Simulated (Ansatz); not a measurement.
`CC(=S)[SeH]` + `C=C[SiH3]` → `C=C([SiH3])[SeH]` + `CC=S`  (formal exchange of groups at the Se–C bond)

Computed with Ansatz on PBE0-D4/def2-TZVP structures; ΔE is electronic, products minus reactants. CBS: MP2 limit from def2 TZ/QZ plus the TZ coupled-cluster correction, frozen cores. DFT in def2-TZVPP. B3LYP here is the variant with VWN-RPA as its local correlation; programs differ in this. For Se outer-core shells are correlated without core-valence functions, which leaves a few kJ/mol of doubt a bond. Scalar relativity is left out up to krypton. Each species was taken in one conformer, which may not be the lowest.

`CC(=S)[SeH]`:

```xyz
8

C     0.623   -0.386    0.445
C     0.022    0.714   -0.366
S     0.789    2.075   -0.784
Se   -1.768    0.464   -0.930
H     0.039   -0.550    1.355
H     0.615   -1.323   -0.120
H     1.648   -0.134    0.713
H    -1.967   -0.860   -0.314
```

`C=C[SiH3]`:

Cartesian coordinates in Å:
```
C -0.385 -0.901 -1.194
C 0.184 0.187 -0.681
Si 0.198 0.565 1.139
H -0.879 -1.637 -0.565
H -0.385 -1.107 -2.261
H 0.663 0.886 -1.366
H 1.593 0.666 1.648
H -0.512 -0.523 1.864
H -0.476 1.863 1.416
```

`C=C([SiH3])[SeH]`:

Cartesian coordinates in Å:
```
C 1.126 -0.322 -1.216
C 0.467 0.232 -0.200
Si -1.041 -0.551 0.566
Se 1.127 1.834 0.599
H 0.791 -1.263 -1.641
H 2.013 0.122 -1.661
H -2.151 0.438 0.589
H -0.753 -0.957 1.965
H -1.435 -1.736 -0.240
H -0.143 2.203 1.239
```

`CC=S`:

Z-matrix (Å, degrees):
```
C
C 1 1.482
H 1 1.096 2 109.7
H 1 1.096 2 109.7 3 116.1
H 1 1.089 2 111.8 3 -122.0
S 2 1.608 1 126.2 3 122.0
H 2 1.094 1 114.7 3 -58.0
```

(1) Is it downhill or uphill in electronic energy at CCSD(T)/CBS, and by how much? (Best estimate.)

(2) What do these levels give: ωB97M-V, B2PLYP, r2SCAN, B3LYP, HF/def2-TZVPP, MP2/def2-TZVPP, CCSD(T)/def2-TZVPP, HF/def2-QZVPP, MP2/def2-QZVPP, HF/CBS(def2), MP2/CBS(def2), CCSD/CBS(def2)? (An estimate is asked.)

Largest T1 diagnostic among the species: 0.016.

Results:

(1) Ansatz gave: Uphill: ΔE = +17.4 kJ/mol.

(2) The calculation gave: ωB97M-V 17.1, B2PLYP 20.8, r2SCAN 25.4, B3LYP 21.5, HF/def2-TZVPP 12.4, MP2/def2-TZVPP 20.0, CCSD(T)/def2-TZVPP 15.9, HF/def2-QZVPP 12.0, MP2/def2-QZVPP 20.8, HF/CBS(def2) 12.0, MP2/CBS(def2) 21.5, CCSD/CBS(def2) 15.5 kJ/mol.

In def2-TZVPP, CCSD(T) changes the Hartree–Fock value by +3.5 kJ/mol (the triples alone add +1.9 kJ/mol) and MP2 by +7.6 kJ/mol. From PBE to PBE0 (25 % exact exchange), in def2-TZVPP and without D4, ΔE moves by −3.8 kJ/mol.
